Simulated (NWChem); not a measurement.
**Total energies of FS**

```xyz
2

S      0.0000     0.0000     0.5862
F      0.0000     0.0000    -1.0421
```
Charge 0, spin multiplicity 2.

The numbers come from NWChem runs, not from measurements. Structure: optimised with UB3LYP/def2-SVP, a minimum by its harmonic frequencies.

Basis set: cc-pVTZ (64 functions).

```json
[
 {"method": "UHF", "total energy (Ha)": "-496.96552", "relative cost": "1"},
 {"method": "UMP2", "total energy (Ha)": "-497.36095", "relative cost": "under 3"},
 {"method": "UB2PLYP", "total energy (Ha)": "-497.83935", "relative cost": "under 3"},
 {"method": "UPBE", "total energy (Ha)": "-497.75450", "relative cost": "under 3"},
 {"method": "UB3LYP", "total energy (Ha)": "-498.03468", "relative cost": "under 3"},
 {"method": "ULC-wPBE (omega 0.3 per bohr)", "total energy (Ha)": "-497.79388", "relative cost": "3"}
]
```

Total energies of different functionals aren't comparable as a measure of quality: only differences taken within one method are. The cost column gives rough processor time relative to UHF; each entry includes its own SCF.

The correlated methods keep 6 core orbitals frozen. B3LYP has NWChem's definition, with VWN1-RPA local correlation. GW and range-separated runs recompute their integrals, the others keep them in memory, which bears on the times. The structure started from a generated list of species. The unpaired electrons of the parent sit in orbitals of symmetry b1 (C2v labels of the run); other states weren't searched. The stability of the SCF solutions was not checked. Open-shell Hartree-Fock references start from PBE0 orbitals; any time given for them includes that run.
